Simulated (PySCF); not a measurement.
## How methods differ on the ionisation energy of Ru¹⁶⁺

Ru¹⁶⁺ [Ar] 3d10 (1S) → Ru¹⁷⁺ [Ar] 3d9 (2D), as a difference of total energies. All numbers are calculated (PySCF 2.14, the spin-free X2C one-electron Hamiltonian (Gaussian nucleus), in an even-tempered Gaussian basis (19 s from 1.4 bohr⁻², ratio 2.5; 13 p from 1.8 bohr⁻², ratio 2.5; 9 d from 1.8 bohr⁻², ratio 2.5; 4 f from 10 bohr⁻², ratio 2.7; 4 g from 16 bohr⁻², ratio 2.7)). Correlated levels: outer shells: [Ne] frozen; virtual orbitals above 40 to 60 times the deepest correlated orbital energy dropped. The calculations carry no spin-orbit coupling.

```csv
method,ionisation energy (eV)
UHF,671.52
MP2 (outer shells),673.37
SCS-MP2 (outer shells),673.08
CCSD (outer shells),673.13
CCSD(T) (outer shells),673.13
```

Q: How much does correlation contribute at CCSD(T) (outer shells)?

A: 673.13 − (671.52) = 1.61 eV, measured against UHF.

Breit and QED terms and the two-electron picture change are absent.

The reference lies between the lowest fine-structure levels, while these numbers refer to the centres of the terms.

For comparison: 670 ± 3 eV (theoretical estimate listed by NIST; NIST Atomic Spectra Database, ionization energies).
